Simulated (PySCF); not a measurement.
C2H6O2Si, SMILES CC(=O)O[SiH3]. Atoms are numbered in the order given.

```xyz
11

Si    -0.0747    -1.7233     0.0000
O     -0.7331    -0.1330     0.0000
C      0.1593     0.8802     0.0000
C     -0.4977     2.2277     0.0000
O      1.3520     0.6722     0.0000
H      0.7238    -1.9579    -1.2308
H     -1.2900    -2.5783     0.0000
H      0.7238    -1.9579     1.2308
H      0.2622     3.0172     0.0000
H     -1.1472     2.3211    -0.8835
H     -1.1472     2.3211     0.8835
```
Charge 0, spin multiplicity 1.

Geometry optimised at r2SCAN-D4/def2-SVP.

Method: SMD-B3LYP/6-31G* in PySCF.

Solvation free energies are E(SMD) − E(gas) at the gas-phase geometry, for 1 M in both phases. In vacuum the dipole moment is 1.62 D.

| solvent | ΔG(solv) (kcal/mol) | its non-electrostatic (CDS) part | dipole (D) |
|---|---|---|---|
| water | -1.3 | 4.5 | 2.25 |
| diethylether | -4.0 | -1.8 | 1.88 |
| methanol | ___ | ___ | ___ |

What belongs in the gaps? (An estimate is asked for; the answer gives what the named calculation found.)


- methanol, ΔG(solv) (kcal/mol): -3.3
- methanol, its non-electrostatic (CDS) part: 2.3
- methanol, dipole (D): 2.23
